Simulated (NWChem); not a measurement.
# C$_{2}$, singlet; SMILES [C]=[C]

Computed with NWChem. Pople sets run with spherical d functions. Low-valent species are run as closed-shell singlets; no triplet was tried in these runs. Structure relaxed at the PBE0-D3(BJ)/def2-TZVP level. Level: M06-2X/6-31G* with SMD (1 M gas to 1 M solution), gas-phase geometry.

Problem. Order these by “cavity-dispersion-structure term (kcal/mol)”, lowest first: ethanol; dichloromethane; ethylene glycol; water.

Solution. dichloromethane (2.6), ethanol (4.6), water (5.6), ethylene glycol (7.0)
